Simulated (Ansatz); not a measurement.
Mulliken charges of FH$_{3}$NOSi (`N[Si](O)F`) radical from ωB97M-V/def2-TZVPP in Ansatz (PBE0-D4/def2-TZVP geometry).

| atom | x (Å) | y (Å) | z (Å) | charge (e) |
| --- | --- | --- | --- | --- |
| N1 | -0.466 | 1.085 | -0.072 | -0.300 |
| Si2 | 0.030 | -0.447 | 0.480 | 0.510 |
| O3 | 1.137 | -0.973 | -0.611 | -0.327 |
| F4 | -1.291 | -1.355 | 0.498 | -0.299 |
| H5 | 0.224 | 1.778 | -0.315 | 0.122 |
| H6 | -1.310 | 1.502 | 0.286 | 0.119 |
| H7 | 1.737 | -1.659 | -0.313 | 0.175 |

Problem. By hand: the dipole of these point charges (1 e Å = 4.8032 D).

Solution. Σ q r = (0.345, 0.275, 0.258) e Å, of length 0.511 e Å = 2.45 D.

Problem. How does the dipole of the full density compare? (Estimate.)

Solution. The calculation gave: (0.274, 0.263, 0.169) e Å, 2.00 D; the point charges give 1.23 times that, at 8° from its direction.

Point charges leave out the atoms' own dipoles, such as those of lone pairs, and Mulliken's split depends on the basis, so the two needn't agree.
